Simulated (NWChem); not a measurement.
# SiH2SO, singlet; SMILES O[Si]S

```xyz
5

Si    -0.6882    -0.6714     0.0000
O      0.6861    -1.6088     0.0000
H      1.5724    -1.2279     0.0000
S      0.2230     1.3081     0.0000
H     -0.9598     1.9606     0.0000
```
Atoms are numbered in this order, from 1.

Computed with NWChem. Low-valent species are run as closed-shell singlets; no triplet was tried in these runs. Structure relaxed at the PBE0/def2-SVP level. Level: PBE0/def2-SVP with SMD (1 M gas to 1 M solution), gas-phase geometry. Reactions with the solvent are ignored.

Task: Predict the results for solvent n-hexane. Quantities: solvation free energy (kcal/mol); cavity-dispersion-structure term (kcal/mol); dipole in solution (D).

Result: 
```
Property                                     Value
-------------------------------------------  -----
solvation free energy (kcal/mol)              -3.8
cavity-dispersion-structure term (kcal/mol)   -2.2
dipole in solution (D)                        0.85
```
